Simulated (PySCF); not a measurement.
**Working out the excitation energy of Cu**

Cu [Ar] 3d10 4s1 (2S) → Cu [Ar] 3d9 4s1 4p1 (high-spin determinant). Calculation: PySCF 2.14, in aug-cc-pVDZ-DK; scalar relativity by spin-free X2C-1e. Frozen: [Ar]. Energies in hartree (1 hartree = 27.21139 eV):

```json
{"part": "UHF", "Cu (lower)": "-1653.148632", "Cu (upper)": "-1653.072659"}
{"part": "CCSD correlation", "Cu (lower)": "-0.401209", "Cu (upper)": "-0.313505"}
{"part": "(T)", "Cu (lower)": "-0.016525", "Cu (upper)": "-0.007534"}
```

Problem. What does Hartree-Fock give?

Solution. (-1653.072659) − (-1653.148632) = 0.075973 hartree = 2.067 eV.

Problem. What do CCSD and CCSD(T) give?

Solution. The CCSD correlation energies differ by 0.087704 hartree = 2.387 eV and the triples by 0.008991 hartree = 0.245 eV, so CCSD gives 4.454 eV and CCSD(T) 4.699 eV.

One determinant mixes LS terms, so it does not stand for a single term.

A double-zeta basis recovers only part of the correlation energy.
